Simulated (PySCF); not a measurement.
C7H14P (charge +1).
Numbering: `[CH:1]#[C:2][CH2:3][P@@H+:4]([CH3:5])[CH2:6][CH2:7][CH3:8]` (hydrogens: H9 on C1; H10, H11 on C3; H12 on P4; H13, H14, H15 on C5; H16, H17 on C6; H18, H19 on C7; H20, H21, H22 on C8)

The same species was optimised twice, with GFN2-xTB and with PBE0-D3(BJ)/def2-SVP (PySCF), and the same property calculations (PySCF, gas phase) were run on both structures.

```tsv
coordinate	GFN2-xTB	PBE0-D3(BJ)/def2-SVP	change
C1≡C2 (Å)	1.197	1.209	+0.012
P4–C5 (Å)	1.804	1.796	-0.008
P4–C6 (Å)	1.814	1.806	-0.008
C3–P4 (Å)	1.821	1.823	+0.002
C7–C8 (Å)	1.522	1.520	-0.002
C2–C3 (Å)	1.452	1.451	-0.001
C6–C7 (Å)	1.531	1.530	-0.001
C6–C7–C8 (°)	112.1	114.5	+2.4
P4–C6–C7 (°)	113.6	115.0	+1.4
C2–C3–P4 (°)	108.7	110.0	+1.3
C1–C2–C3 (°)	179.5	178.4	-1.1
C3–P4–C6 (°)	109.2	109.9	+0.7
C5–P4–C6 (°)	112.4	112.1	-0.3
C3–P4–C5 (°)	110.6	110.8	+0.2
C2–C3–P4–C5 (°)	176	177	+1
C3–P4–C6–C7 (°)	-177	-178	-1
P4–C6–C7–C8 (°)	-56	-58	-2
```

Rotational constants: A = 2306, B = 1070, C = 828.7 MHz (GFN2-xTB) against A = 2267, B = 1054, C = 811.4 MHz (PBE0-D3(BJ)/def2-SVP). Point groups within 0.08 Å: C1 and C1. Atoms that the bonding makes alike are paired by their places after alignment.

On the GFN2-xTB structure: HOMO (eV) -12.04 [PBE0/pcSseg-1]; LUMO (eV) -3.95 [PBE0/pcSseg-1]; GIAO shielding of C1 (ppm) 96.7 [PBE0/pcSseg-1]; GIAO shielding of C2 (ppm) 116.7 [PBE0/pcSseg-1]; GIAO shielding of C3 (ppm) 171.7 [PBE0/pcSseg-1]; GIAO shielding of P4 (ppm) 334.0 [PBE0/pcSseg-1]; GIAO shielding of C5 (ppm) 183.9 [PBE0/pcSseg-1]; GIAO shielding of C6 (ppm) 161.4 [PBE0/pcSseg-1]; GIAO shielding of C7 (ppm) 168.4 [PBE0/pcSseg-1]; GIAO shielding of C8 (ppm) 171.3 [PBE0/pcSseg-1].

**Question.** What do these properties become on the PBE0-D3(BJ)/def2-SVP structure?

**Answer.** 
| property | level | on GFN2-xTB | on PBE0-D3(BJ)/def2-SVP | change |
| --- | --- | --- | --- | --- |
| HOMO (eV) | PBE0/pcSseg-1 | -12.04 | -11.99 | +0.05 |
| LUMO (eV) | PBE0/pcSseg-1 | -3.95 | -3.99 | -0.04 |
| energy, GFN2-xTB geometry as zero (kcal/mol) | PBE0/pcSseg-1 | 0.0 | -1.2 | -1.2 |
| GIAO shielding of C1 (ppm) | PBE0/pcSseg-1 | 96.7 | 94.4 | -2.3 |
| GIAO shielding of C2 (ppm) | PBE0/pcSseg-1 | 116.7 | 116.8 | +0.1 |
| GIAO shielding of C3 (ppm) | PBE0/pcSseg-1 | 171.7 | 170.0 | -1.7 |
| GIAO shielding of P4 (ppm) | PBE0/pcSseg-1 | 334.0 | 330.0 | -4.0 |
| GIAO shielding of C5 (ppm) | PBE0/pcSseg-1 | 183.9 | 182.8 | -1.1 |
| GIAO shielding of C6 (ppm) | PBE0/pcSseg-1 | 161.4 | 162.2 | +0.8 |
| GIAO shielding of C7 (ppm) | PBE0/pcSseg-1 | 168.4 | 167.7 | -0.7 |
| GIAO shielding of C8 (ppm) | PBE0/pcSseg-1 | 171.3 | 171.2 | -0.1 |

The heavy atoms differ by 0.039 Å rms after alignment. Among bonds between heavy atoms C1≡C2 changes most (+0.012 Å). Changes are differences of the printed values. Neither structure is proved a minimum here. The structure is a single PBE0-D3(BJ)/def2-SVP conformer in the gas phase; no vibrational or solvent corrections.

Conformer computed: `[CH:1]#[C:2][CH2:3][P@@H+:4]([CH3:5])[CH2:6][CH2:7][CH3:8]`: C2–C3–P4–C5 177°, C3–P4–C6–C7 -178°, P4–C6–C7–C8 -58°.
